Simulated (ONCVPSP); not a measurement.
# Configuration tests for P (Z = 15) (ONCV)

```
Element                 : P (Z = 15)
Generator               : ONCVPSP 4.0.1
Type                    : optimised norm-conserving Vanderbilt (ONCV)
Functional              : PBE
Relativity              : non-relativistic
Frozen core             : [Ne]
Valence charge          : 5
Reference configuration : 3s2 3p2 (charge +1)
Partial waves           : 3s: rc 1.65 bohr, ncon 4, nbas 8, qcut 3.6 1/bohr, 2 projectors, debl 0.4 Ha; 3p: rc 1.35 bohr, ncon 4, nbas 7, qcut 6.5 1/bohr, 2 projectors, debl 1.9 Ha; d scattering state at 0.46 Ha: rc 1.55 bohr, ncon 5, nbas 8, qcut 7 1/bohr, 1 projector
Local potential         : polynomial inside 1.30 bohr (lpopt 5, dvloc0 -1 Ha)
Core correction         : Teter function fitted to the true core (icmod 2), fcfact 0.35
```

In the s channel the program set the typed energies aside and used -0.853, 0.250 Ha.

Energies are relative to the spin-unpolarised reference configuration 3s2 3p2; without spin polarisation the order of configurations can differ from experiment.

```tsv
valence configuration	charge	ΔE all-electron (eV)	error AE − PS (meV)
3s2 3p3	0	-9.742	+1.5
3s2 3p0	+3	48.909	+49
3s1 3p0	+4	100.791	+158
```

**Question.** What are ΔE and the potential's error for 3s2 3p1?

**Answer.** ΔE = 19.159 eV all-electron; the error (AE − PS) is +6.9 meV.

Levels in the configuration 3s2 3p1:

| level | all-electron (eV) | pseudo (eV) |
| --- | --- | --- |
| 3s | -33.863 | -33.846 |
| 3p | -24.286 | -24.267 |
